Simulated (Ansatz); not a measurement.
An input meant for Cu2H2 (charge 0, singlet; atoms displaced at random, 0.03 Å in each coordinate).

```yaml
crystal:
  periodic: [false, false, false]
  atoms:
    - {symbol: Cu, position_ang: [-0.837682, 0.095749, 1.339282]}
    - {symbol: Cu, position_ang: [-1.137682, 0.095749, 1.339282]}
    - {symbol: H, position_ang: [0.470407, -0.718686, -1.906477]}
    - {symbol: H, position_ang: [0.249922, 0.671230, 1.037157]}
basis:
  gaussian: {orbitals: STO-3G}
hamiltonian: {xc: {name: wB97M-V}, pseudopotentials: {relativity: scalar}}
accuracy: high
scf: {lower_state_search: full}
output: {forces: true}
```

```sh
$ ansatz run in.yaml --threads 4 --pin off --events-out ev --progress --plain --max-ram 3916MiB
```

Output, abridged:

```
Functional definition: wB97M-V
622 factors; integrals over basis functions are off by at most 2.9e-9 eV
119 factors; integrals over basis functions are off by at most 1.7e-9 eV
mean field evaluation 1: about -81150.6295 eV, gradient 5.0e2 eV
mean field evaluation 2: about -81152.1015 eV, gradient 5.0e2 eV
mean field evaluation 4: about -81854.1043 eV, gradient 5.6e1 eV
mean field evaluation 8: about -81865.5479 eV, gradient 1.6e1 eV
mean field evaluation 16: about -81869.3027 eV, gradient 5.6e-2 eV
mean field evaluation 32: about -81682.1852 eV, gradient 3.9e2 eV
mean field evaluation 64: about -81763.2237 eV, gradient 1.7e2 eV
mean field evaluation 96: about -81868.7875 eV, gradient 2.6e-3 eV
mean field evaluation 128: about -81825.6240 eV, gradient 1.6e2 eV
mean field evaluation 160: about -81867.6340 eV, gradient 1.3e1 eV
mean field -81869.30270614 eV, -3008.6413814441 hartree, gradient 3.7e-8 eV, S^2 0.000000; 6 other end points of the search recorded, 0 dependent functions left out
reference -81869.30270887 eV, -3008.6413815446 hartree; 30, 30 occupied and 8, 8 virtual orbitals, 622 factors
Total energy: -81869.30270887 eV, -3008.6413815446 hartree
Relativity: scalar
Atom 0 at    -0.837682     0.095749     1.339282 Å, force 55437.429110     1.938105    -6.465079 eV/Å
Atom 1 at    -1.137682     0.095749     1.339282 Å, force -55450.773547    -7.478297     7.215032 eV/Å
Atom 2 at     0.470407    -0.718686    -1.906477 Å, force    -0.439867     0.098985     1.103392 eV/Å
Atom 3 at     0.249922     0.671230     1.037157 Å, force    13.784304     5.441207    -1.853345 eV/Å
Dipole moment:    -0.051665     0.274097     0.146422 e Å
```

In this input one atom was put on top of another. The calculation finished and met its thresholds. The result belongs to that input, not to the species as meant.
